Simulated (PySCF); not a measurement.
Energy landscape of O₂Se, singlet: symmetric bend, bond length relaxed. Scanned: O-Se-O angle. Other coordinates (Se-O bond length) were minimised at B3LYP/def2-TZVP.

The free coordinates were minimised at B3LYP/def2-TZVP in PySCF; the energy column is CCSD(T) on RHF/cc-pVTZ, 11 core orbitals frozen run with PySCF, in eV.

```
a / °  Se-O bond length / Å      E
-----  --------------------  -----
180                   1.668  2.519
170                   1.663  2.325
160                   1.650  1.829
150                   1.636  1.227
140                   1.624  0.675
130                   1.616  0.253
120                   1.612  0.013
110                   1.613  0.000
100                   1.620  0.266
90                    1.636  0.884
80                    1.667  1.964
```
